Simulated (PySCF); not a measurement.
B3LYP has the VWN-RPA correlation part, as in Gaussian. 

C₃H₄O, SMILES `C=C1CO1` (charge 0, multiplicity 1)

The numbers are results of B3LYP-D3(BJ)/def2-TZVP (PySCF), not measurements.

```json
{
  "HOMO": "-6.81 eV",
  "dipole_moment": "1.74 D",
  "HOMO–LUMO gap": "7.25 eV",
  "LUMO": "0.44 eV",
  "total_energy": "-191.9533 Ha",
  "cost": "about 29 core-seconds (a rough figure)"
}
```

Bonds (Å): C1–C2 1.315, C1–H5 1.081, C1–H6 1.079, C2–C3 1.432, C2–O4 1.353, C3–O4 1.482, C3–H7 1.084, C3–H8 1.084. Angles (°): C2–C1–H5 120.9, C2–C1–H6 119.9, H5–C1–H6 119.2, C1–C2–C3 156.2, C1–C2–O4 139.5, C3–C2–O4 64.2, C2–C3–O4 55.3, C2–C3–H7 120.4, C2–C3–H8 120.4, O4–C3–H7 114.1, O4–C3–H8 114.1, H7–C3–H8 116.5, C2–O4–C3 60.5.
Charge 0, spin multiplicity 1.
